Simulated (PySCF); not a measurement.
# Two-dimensional NMR puzzle

Compound of formula C$_{5}$H$_{7}$O$_{2}$PSi. Correlations simulated from computed shifts and the bond graph:

HSQC (one-bond C–H):
```
  δH     δC
9.20  195.4
2.70   28.2
```

HMBC (two and three bonds, from the bond graph):
```
  δH            δC
9.20  168.7, 158.6
4.71  168.7, 158.6
2.70  192.3, 168.7
```

Carbons without hydrogens: δ 192.3, 168.7, 158.6.

PySCF 2.14.0 with density-fitted response routines calculation with NMR shieldings at PBE0/pcSseg-1/GIAO and GFN2-xTB structure; isolated molecule, non-relativistic Hamiltonian, a single conformation, rapidly exchanging positions averaged.

Scale: 1H (σ = 31.72 ppm) and 13C (σ = 186.93 ppm) against TMS (reference shieldings calculated alike).

Exchangeable hydrogens are left out of these lists.

Work out the connectivity.

## Answers

`CC(=O)c1ocpc1[SiH3]`.

Numbering as in the mapped SMILES `[CH3:1][C:2](=[O:3])[c:4]1[o:5][cH:6][p:7][c:8]1[SiH3:9]` (H(Xn): hydrogen on atom n).

- δC 195.4 is C6, an aromatic CH next to the ring oxygen (δH 9.20).
- δC 192.3 is C2, a ketone carbonyl carbon.
- δC 168.7 is C4, a substituted aromatic carbon next to the ring oxygen.
- δC 158.6 is C8, a substituted aromatic carbon.
- δC 28.2 is C1, a methyl carbon α to a carbonyl (δH 2.70).
- HMBC from δH 9.20 reaches the proton-free carbons C4, C8.
- HMBC from δH 4.71 reaches the proton-free carbons C4, C8.
- HMBC from δH 2.70 reaches the proton-free carbons C2, C4.

The shifts were computed for this structure.

Shifts are as computed. Against solution values, carbons near 30 ppm lie about +3 ppm off and those near 130 ppm about +5 ppm. Of 1211 compounds with measured shifts, 218 miss one by over three times the rms of a fit or turn the order of signals round; such compounds aren't used in these exercises.
